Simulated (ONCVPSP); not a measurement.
scandium, ONCV: configuration errors across variants

ONCVPSP 4.0.1 input, shortened (lines: element, Z, core and valence counts, functional; n l f; lmax; l rc ep ncon nbas qcut; lloc lpopt rc5 dvloc0; l nproj debl; icmod fcfact rcfact), LDA (Perdew-Wang 92), scalar-relativistic:

```
  Sc 21.00    3    5  -001012      upf
    1    0    2.00
    2    0    2.00
    2    1    6.00
    3    0    2.00
    3    1    6.00
    3    2    1.00
    4    0    1.50
    4    1    0.50
    2
    0    2.05    0.00    3    6    5.20
    1    2.00    0.00    4    8    8.30
    2    1.35    0.00    4    9    6.40
    4    5    0.95    0.00
    0    3    1.50
    1    2    3.00
    2    3    1.60
    0    0.00    0.00
```

All-electron excitation energies from the reference (eV): (1) 3s2 3p6 3d1 4s2 4p0 -1.402; (2) 3s2 3p6 3d1 4s1 4p0 5.659; (3) 3s2 3p6 3d1 4s0 4p0 18.614; (4) 3s2 3p5 3d1 4s2 4p0 38.749.

A true bound ghost makes a file unfit for plane-wave use even where its test errors are small: the radial tests pick states by their node count and pass the ghost by.

Errors AE − PS in meV (a dash: test not solved or not reliable):

```csv
change,(1),(2),(3),(4),bound ghosts,GHOST(+) flags above zero
base,0.0,-0.3,-2.1,+5.6,d,s
s: rc 1.82,0.0,-0.3,-1.9,+3.2,d,s
d: rc 1.64,0.0,-0.3,-2.3,-12,none,"s, d"
"core correction Teter function, fcfact 4.75, rcfact 1.7",-0.1,-0.4,-3.2,-4.3,d,s
"all radii scaled by about 1.10 (s 2.26, p 2.20, d 1.48 bohr); local potential polynomial inside 1.04 bohr (lpopt 5, dvloc0 0 Ha)",0.0,-0.3,-2.5,+11,d,none
```

(1) Give the same row for: d: qcut 6.3.

## Answers

(1) 0.0, -0.3, -2.1, +5.0; bound ghosts: d; GHOST(+) flags above zero: s.
